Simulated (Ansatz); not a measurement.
One change: `CSB(F)[SiH3]` becomes `CSB(F)Cl`.

Ansatz, PBE0-D4/def2-TZVP geometries, multiplicity 1. Each molecule was computed in one conformer, which needn't be the lowest.

| property | `CSB(F)[SiH3]` |
| --- | --- |
| HOMO–LUMO gap (PBE0/def2-TZVPP) / eV | 6.50 |
| LUMO energy (ωB97M-V/def2-TZVPP) / eV | 0.73 |
| size of the dipole moment (PBE/def2-TZVPP) / D | 2.14 |
| HOMO energy (PBE/def2-TZVPP) / eV | -6.57 |
| size of the dipole moment (ωB97M-V/def2-TZVPP) / D | 2.14 |
| HOMO energy (PBE0/def2-TZVPP) / eV | -7.75 |

Task: What does the change do to each property? (Best estimate.)

Result: Computed: 
```tsv
property	`CSB(F)Cl`	shift
HOMO–LUMO gap (PBE0/def2-TZVPP) / eV	7.24	0.74
LUMO energy (ωB97M-V/def2-TZVPP) / eV	1.59	0.86
size of the dipole moment (PBE/def2-TZVPP) / D	2.14	0.00
HOMO energy (PBE/def2-TZVPP) / eV	-6.51	0.06
size of the dipole moment (ωB97M-V/def2-TZVPP) / D	2.10	-0.04
HOMO energy (PBE0/def2-TZVPP) / eV	-7.73	0.02
```

Dipoles are sizes alone; their direction can turn.
